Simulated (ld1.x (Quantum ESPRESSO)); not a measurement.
# Si: excitation energies, all-electron against TM

ld1.x (Quantum ESPRESSO) 7.5 input, shortened:

```
&input
   title='Si', zed=14., rel=1, dft='PW91', iswitch=3,
   config='[Ne] 3s1.5 3p2.5 3d-2'
 /
 &inputp
   pseudotype=2, tm=.true., lloc=-1, rcloc=1.05,
   nlcc=.true., new_core_ps=.true.
 /
3
3S  1  0   1.50   0.00  1.25  1.25  0.0
3P  2  1   2.50   0.00  1.55  1.55  0.0
3D  3  2  -2.00   0.25  1.50  1.50  0.0
 &test
   configts(1)='3s1.5 3p2.5'
 /
```

Energies are relative to the spin-unpolarised reference configuration 3s1.5 3p2.5; without spin polarisation the order of configurations can differ from experiment.

```csv
valence configuration,charge,ΔE all-electron (eV),error AE − PS (meV)
3s2 3p2,0,-3.392,+0.5
3s2 3p0,+2,20.444,+39
3s2 3p1.5,+0.5,-0.451,-0.8
3s1 3p0,+3,54.486,+189
3s2 3p2.3,-0.3,-4.332,+1.7
```

Task: What are ΔE and the potential's error for 3s0 3p4?

Result: ΔE = 10.406 eV all-electron; the error (AE − PS) is -4.1 meV.

Task: What are ΔE and the potential's error for 3s2 3p1?

Result: ΔE = 4.390 eV all-electron; the error (AE − PS) is +1.6 meV.

Levels in the configuration 3s1 3p0:

```json
{"level": "3s", "all-electron (eV)": "-39.538", "pseudo (eV)": "-39.363"}
```
